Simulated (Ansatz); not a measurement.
Saddle point of SiH5SeBr, singlet (SiH₃Br ([SiH3][Br]) + H₂Se → SiH₄Se ([SiH3][SeH]) + HBr; bonds formed: Si1–Se7, Br2–H6; bonds broken: Si1–Br2, H6–Se7), PBE0-D4/def2-TZVP structure:

```xyz
8
angstrom
Si -0.4993 0.6982 -0.3554
Br -1.5540 -0.9512 1.4540
H 0.4430 1.4417 -1.2668
H -1.0637 1.7819 0.4720
H -1.3017 -0.0854 -1.3160
H 0.5571 -1.4176 1.1000
Se 1.5395 -0.3869 0.5827
H 1.8790 -1.0807 -0.6703
```

Energies are electronic, without zero-point energy. Barriers and step energies count from the start structure reached by relaxing down the imaginary mode; all methods use the PBE0-D4 structures, on which another method's saddle can fall below an end. Ansatz 0.2.0; basis: def2-TZVPP, with def2-QZVPP for the basis limit; cores frozen in the correlated methods. Filled d shells of the heavier atoms are correlated. The def2 sets are not built for correlating such inner shells, so the correlated values are less sure here. B3LYP uses VWN-RPA correlation. Extrapolation: Hartree–Fock as exp(−7.88 √X), correlation as X^−2.97.

```csv
method,barrier (kJ/mol),step energy (kJ/mol)
SPW92,96.8,10.3
PBE-D4,117.5,15.6
BLYP-D4,?,19.6
r2SCAN-D4,133.4,21.7
B97M-V,149.1,27.2
PBE0-D4,133.2,20.2
B3LYP-D4,144.5,23.4
r2SCAN0-D4,142.8,24.3
BHLYP-D4,?,29.2
CAM-B3LYP-D4,156.7,26.7
wB97X-V,155.9,28.3
wB97M-V,?,29.0
B2PLYP,154.7,25.6
PBE-QIDH,147.3,24.1
RPA on PBE,159.7,28.1
HF,206.7,41.8
MP2,153.2,24.6
CCSD,167.1,28.4
CCSD(T),158.0,25.8
```

Q: Fill in the withheld barriers. (An estimate is asked for; the value comes from the calculation.)

A: By the calculation: BHLYP-D4 160.8; wB97M-V 151.7; BLYP-D4 132.3 kJ/mol. Each is the energy of the saddle less that of the start structure, by the same method.

For comparison, the barrier by CCSD(T) at an estimated basis limit (MP2 extrapolated from triple and quadruple zeta, plus CCSD(T) − MP2 in triple zeta) is 152.8 kJ/mol.

The T1 diagnostic stays at or below 0.010.

Labels in which every atom is bracketed show which atoms are joined, not bond orders.

For scale, one of the runs: CCSD(T)/def2-TZVPP, 208 basis functions (an equivalent command: `ansatz run in.yaml --threads 4`). Hardware: 4 CPU threads, shared host. Wall time 2.1 min; peak host memory 2.8 GiB.
